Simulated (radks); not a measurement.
Values are calculated unless marked as measured or tabulated.
Ionisation of the selenium ion Se3+, [Ar] 3d10 4s2 4p1, to Se4+, [Ar] 3d10 4s2, under several functionals. Dirac Kohn-Sham, spin-unpolarised, spherical densities, finite nucleus; open shells fill j = l - 1/2 first; a radial shooting solver on a logarithmic mesh with Libxc functionals. The NIST Atomic Spectra Database gives 42.947 eV (measured). Rank these functionals by the error of their Delta-SCF ionisation energy: LDA (Slater exchange, Perdew-Wang correlation); exchange-only LDA; OLYP; XLYP; SOGGA; PBE.

Answer. From best to worst: LDA (Slater exchange, Perdew-Wang correlation) 42.982 eV (+0.035); XLYP 42.696 eV (-0.251); PBE 42.586 eV (-0.361); SOGGA 42.467 eV (-0.480); OLYP 42.293 eV (-0.654); exchange-only LDA 41.588 eV (-1.359). Spin polarisation and multiplet splitting are left out, so open shells lie too high by an amount that depends on their filling.

Beside tabulated values, note that spin-unpolarised runs miss the spin-polarisation part of the exchange energy of open shells.
